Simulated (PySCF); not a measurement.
Computed shifts of a molecule C3H4ClF, PBE0/pcSseg-1 run with PySCF, GIAO, gas phase, atoms alike by connectivity averaged where their shifts nearly agree, in ppm (number of nuclei): ¹³C: 161.3 (1), 110.9 (1), 15.2 (1). ¹⁹F: -84.2 (1). ¹H: 5.11 (1), 2.12 (3). References: ¹³C against TMS (σ = 186.3 ppm); ¹⁹F against CFCl3 (σ = 167.2 ppm); ³⁵Cl against HCl (σ = 945.9 ppm); ¹H against TMS (σ = 31.56 ppm), references at their B3LYP-D3(BJ)/def2-TZVP geometries, non-relativistic (without spin–orbit terms, shifts of atoms bonded to Cl or Br come out too high). Geometry: B3LYP-D3(BJ)/def2-SVP. One conformer was computed; it need not be the lowest.

Task: Which molecule gave these data?
(A) FC1(Cl)CC1
(B) C/C=C(\F)Cl
(C) F[C@@H]1C[C@H]1Cl
(D) C/C(F)=C\Cl

Result: B, C/C=C(\F)Cl
